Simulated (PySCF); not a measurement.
**Question.** What does the PBE0-D3(BJ)/def2-SVP structure of InChI=1S/C3F6O/c4-2(5,6)1(10)3(7,8)9 look like in three dimensions?

**Answer.** 
```
atom  x, y, z in Å
O1     1.663    0.149    0.836
C2     0.606    0.048    0.298
C3     0.475    0.033   -1.243
F4     1.597    0.446   -1.797
F5     0.217   -1.204   -1.654
F6    -0.520    0.827   -1.626
C7    -0.706   -0.058    1.110
F8    -1.281    1.139    1.163
F9    -0.445   -0.467    2.336
F10   -1.550   -0.909    0.536
```

Orientation and origin are arbitrary. Atoms count from 1 in this order. Of the pairs four or more bonds apart, F5···F10 is among the closest relative to their van der Waals radii: 2.83 Å, 96 % of the sum of Bondi's values.

Bonds between heavy atoms (Å): O1=C2 1.190, C2–C3 1.546, C3–F4 1.317, C3–F5 1.329, C3–F6 1.330, C2–C7 1.547, C7–F8 1.329, C7–F9 1.318, C7–F10 1.329.

Computed, not measured: PySCF 2.14.0, PBE0-D3(BJ)/def2-SVP geometry optimisation, gas phase.

Point group: near C2, missed by 0.13 Å at most; the miss may be what the optimiser left on a soft mode. No PBE0-D3(BJ)/def2-SVP frequencies stand behind this structure, so it isn't proved a minimum.
